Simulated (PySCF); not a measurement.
C2H8BNO, SMILES CCOBN.

The structure is a stationary point at ωB97X-D3(BJ)/def2-SVP. The structure was generated by enumeration, and PubChem lists no compound with its InChIKey, so it may never have been made. One conformer was computed; it need not be the lowest.

Vertical ionisation energy (IE) and electron affinity (EA) in eV. Rows of orbital energies are one-electron estimates. Where ΔSCF, EOM or ADC give a negative EA the extra electron is unbound and the value depends on the basis.

```csv
level,IE,EA
"−ε(HOMO), −ε(LUMO), HF/def2-TZVP (PySCF)",10.99,-3.68
"−ε(HOMO), −ε(LUMO), PBE/def2-TZVP (PySCF)",6.02,-0.31
```
